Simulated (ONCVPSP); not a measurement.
Pseudopotential generation for He (Z = 2): ONCV, PBEsol, non-relativistic.

- Element: helium (He)
- Generator: ONCVPSP 4.0.1
- Type: optimised norm-conserving Vanderbilt (ONCV)
- Functional: PBEsol
- Relativity: non-relativistic
- Frozen core: none
- Valence charge: 2
- Reference configuration: 1s2
- Partial waves: 1s: rc 0.70 bohr, ncon 4, nbas 8, qcut 8.9 1/bohr, 2 projectors, debl 1.9 Ha; p scattering state at 0.05 Ha: rc 0.70 bohr, ncon 4, nbas 8, qcut 11.4 1/bohr, 2 projectors, debl 3.1 Ha
- Local potential: polynomial inside 0.45 bohr (lpopt 3, dvloc0 2 Ha)
- Core correction: none

All-electron outer shells of the reference configuration (PBEsol, non-relativistic, ld1.x):

```json
{"shell": "1s", "level (eV)": "-15.50", "outermost node (bohr)": "–", "outermost maximum (bohr)": "0.57"}
```

(1) Estimate the cutoffs (Ha) at which the residual kinetic energy of the hardest occupied pseudo-wave falls to 1 and 0.1 mHa per electron.

(2) What does a ghost test show?

(3) Tests: 1s1; 1s1.5. Which has the largest error in its energy relative to the reference configuration, and how large is it?

Results:

(1) 87 Ha and 326 Ha.

(2) No bound ghost flagged; no localised positive-energy state flagged.

(3) 1s1, with +29 meV (all-electron minus pseudo) on +26.59 eV.
